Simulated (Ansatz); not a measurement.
## Abstraction of Br: CH2Br2 + SiH(CH3)2 → CH2Br + SiH(CH3)2Br

Species: CH2Br2 (dibromomethane) `BrCBr`, singlet; SiH(CH3)2, doublet; CH2Br `[CH2]Br`, doublet; SiH(CH3)2Br, singlet. A radical takes Br: the energy is the difference in strength between the C–Br bond broken and the Si–Br bond made.

Shapes, held fixed at every level: PBE0-D4/def2-TZVP. Programs: Ansatz 0.2.0. The zero-point and thermal change to 298 K, harmonic and unscaled (PBE0-D4/def2-TZVP), is -5.6 kJ/mol.

```csv
level,kind,ΔH(298 K) (kJ/mol),less CCSD(T)/def2-TZVPP,CPU time (sum over the molecules)
HF/def2-SVP,Hartree–Fock,-168.6,-30.5,–
PBE-D4/def2-TZVPP,GGA,-124.8,+13.3,25 s
r2SCAN0-D4/def2-TZVPP,global hybrid,-152.2,-14.1,51 s
wB97M-V/def2-TZVPP,range-separated hybrid,-147.7,-9.6,1.7 min
wB97X-V/def2-TZVPP,range-separated hybrid,-145.1,-7.0,78 s
MP2/def2-SVP,perturbation theory,-131.6,+6.5,–
CCSD(T)/def2-TZVPP,coupled cluster or CI,-138.1,0.0,30 min
```

The highest level, CCSD(T)/def2-TZVPP, gives ΔH(298 K) = -138.1 kJ/mol; the levels span -168.6 to -124.8. The column of differences is taken from that level and isn't an error. No measured value is set beside it here. Open shells run unrestricted unless RO is named. Relativity is left out for Br unless named. Correlated rows may include outer-core shells of Br, which these sets cover unevenly. Times are processor times on shared x86 and Arm servers, and rough.
